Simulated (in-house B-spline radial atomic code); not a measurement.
Rh⁺ is squeezed into an impenetrable sphere of radius R (the orbitals vanish at R). Method: Dirac-Kohn-Sham LDA VWN5, spherical fractional occupations, Fermi nucleus of rms radius 4.4945 fm. Calculated with a radial B-spline atomic code at the basis-set limit.

Energies in eV above the free ion in [Kr] 4d8:

| R (bohr) | highest level (eV) | [Kr] 4d8 | [Kr] 4d7 4f1 | [Ar] 3d9 4s2 4p6 4d8 4f1 |
| --- | --- | --- | --- | --- |
| 8.12 | -13.7 | 0.001792 | 18.52 | 324.8 |
| 6.88 | -13.7 | 0.0172 | 20.19 | 326.5 |
| 4.92 | -13 | 0.5749 | 26.42 | 332.7 |
| 4.1 | -11.6 | 2.5 | 32.84 | 338.9 |
| 3.9 | -10.9 | 3.597 | 35.35 | 341.3 |
| 2.8 | -1.03 | 30.17 | 72.97 | 376.9 |
| 2.51 | 5.93 | 56.78 | 103.8 | 406.4 |
| 2.38 | 10.4 | 76.62 | 125.7 | 427.7 |
| 1.94 | 38.2 | 231.7 | 288.7 | 588 |
| 1.53 | 106 | 755.1 | 817.2 | 1121 |

(1) Does [Kr] 4d7 4f1 fall below [Kr] 4d8 under compression?

(2) Does [Ar] 3d9 4s2 4p6 4d8 4f1 fall below [Kr] 4d8 under compression?

The highest level is first positive in the row R = 2.51 bohr, pushed up by confinement above the zero of the free ion's potential. Each configuration is held fixed and needn't be the lowest in the sphere.

Answers

(1) No, it stays above over the whole range.

(2) No, it stays above over the whole range.
